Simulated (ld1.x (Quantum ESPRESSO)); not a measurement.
# u(r) = r·R(r): atom against pseudo-atom (nitrogen)

Columns: radius, all-electron u(r) and pseudo u(r) of the 2s shell (level -18.42 eV) of nitrogen in the configuration [He] 2s2 2p3; LDA (PZ), scalar-relativistic, TM scheme, ld1.x (Quantum ESPRESSO) 7.5.

```csv
r (bohr),all-electron,pseudo
0.060,0.3148,-0.0558
0.120,0.3892,-0.1109
0.180,0.3317,-0.1645
0.240,0.2071,-0.2167
0.300,0.0537,-0.2686
0.360,-0.1057,-0.3229
0.420,-0.2578,-0.3834
0.480,-0.3956,-0.4538
0.540,-0.5157,-0.5345
0.600,-0.6171,-0.6201
0.660,-0.7000,-0.7001
0.720,-0.7655,-0.7655
0.780,-0.8151,-0.8151
0.840,-0.8506,-0.8506
0.900,-0.8738,-0.8738
0.960,-0.8863,-0.8863
1.020,-0.8898,-0.8898
1.080,-0.8858,-0.8858
1.140,-0.8755,-0.8755
1.200,-0.8602,-0.8602
1.260,-0.8409,-0.8409
1.320,-0.8184,-0.8184
1.380,-0.7934,-0.7934
1.440,-0.7667,-0.7667
1.500,-0.7387,-0.7387
1.560,-0.7100,-0.7100
```

Problem. How many radial nodes do the two functions have?

Solution. The all-electron 2s function has n − l − 1 = 1; the pseudo-wave has 0, since the states of the same l below it are removed with the core.

Problem. At about which radius was the pseudo-wave matched?

Solution. 0.70 bohr, where the columns begin to agree (steps of 0.06 bohr).

Problem. Is the pseudo-wave norm-conserving?

Solution. Yes: the TM scheme keeps the norm inside the radius equal to the all-electron one, which fixes the energy derivative of the logarithmic derivative at the level.
